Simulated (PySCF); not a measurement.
Gas-phase reaction: TiCl2(OH)2 + 2 ClO → TiCl4.H2O + O3

Method: PySCF energies (xtb for GFN2) plus ideal-gas RRHO corrections (1 bar). † marks an energy on the PBE0/def2-TZVP geometry and frequencies; other levels use their own. 6-31G* has spherical d functions here. Open shells (unrestricted): ClO (multiplicity 2, electronic degeneracy 4); the rest are closed-shell singlets. GFN2 has no spin-polarisation term. Spin-orbit splitting is ignored; it lowers the true energy and changes the entropy of ClO. B3LYP is the form with VWN-RPA correlation. Adducts (TiCl4.H2O) have no counterpoise correction, and HF, PBE, BLYP, B3LYP and PBE0 lack dispersion. TiCl2(OH)2, TiCl4.H2O: computed as isolated molecules; such fragments, hydroxides, amides, oligomers or adducts are transient or little studied in the gas. The harmonic model lacks anharmonicity and excited electronic states, which grow with temperature; levels with a mode under 35 cm⁻¹ are left out. Strong static correlation: O3. Soft modes under 120 cm⁻¹ make the harmonic entropy rough for TiCl2(OH)2, TiCl4.H2O. Warning, point group unlike the PBE0 one: TiCl2(OH)2 (GFN2-xTB).

```
level               ΔE electronic, kJ  ΔH°(298 K), kJ  ΔS°(298 K), J/K  ΔG°(1600 K), kJ
------------------  -----------------  --------------  ---------------  ---------------
B3LYP/6-31G*                      -47             -34             -167              235
GFN2-xTB                         -180            -170             -147               64
PBE/def2-SVP                     -150            -139             -174              139
PBE0/def2-TZVP                    -29             -16             -171              260
ωB97M-V/def2-TZVP†                -29             -15             -171              260
```
ΔH° is lowest at GFN2-xTB and highest at ωB97M-V/def2-TZVP†. No reference value is set beside these.
